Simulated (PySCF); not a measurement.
# Spinor energies of Mn(2+) (manganese, charge +2)

Start: [Ar] 3d5; 3d3/2 filled at m_j = -3/2, -1/2, +1/2, +3/2; 3d5/2 filled at m_j = +5/2. Calculated with PySCF 2.14 in x2c-TZVPall-2c (6s7p4d1f, 54 functions): generalised Hartree-Fock with the X2C-1e Hamiltonian and a Gaussian nucleus; one run each with spin-orbit coupling (SO) switched off, then screened by Boettger's factors.

```
spinor shell  electrons  ε, spin-free (eV)  ε, screened SO (eV)  weight of nominal j (screened SO)  rms radius, screened SO (bohr)
       1s1/2          2            -6616.3              -6616.2                              1.000                          0.0703
       2s1/2          2            -820.97              -820.96                              1.000                           0.302
       2p1/2          2            -694.64              -702.11                              0.977                           0.271
       2p3/2          4            -694.64              -690.98                              0.989                           0.274
       3s1/2          2            -123.08              -123.08                              1.000                           0.917
       3p1/2          2            -85.422              -85.884                              0.664                           0.983
       3p3/2          4            -85.422              -85.200                              0.832                           0.988
       3d3/2          4            -34.818              -34.832                              0.509                            1.24
       3d5/2          1            -34.818              -34.757                              1.000                            1.25
```

```csv
quantity,spin-free,screened SO
E (hartree),-1156.59887,-1156.61422
M_J,5/2,5/2
⟨J²⟩,8.751,8.751
⟨L²⟩,0.000,0.002
⟨S²⟩,8.751,8.749
```

Each row is a mean over spinors that exchange with the open shell spreads, by up to 14.159 eV (3p3/2).

Rows whose weight is well below 1 are mixtures of j = l ± 1/2: exchange outweighs spin-orbit coupling there, and the label is only the starting occupation.

Without spin-orbit coupling the j labels of p, d and f shells carry no meaning; the spin-free column gives the mean over the occupied spinors of each nl shell.
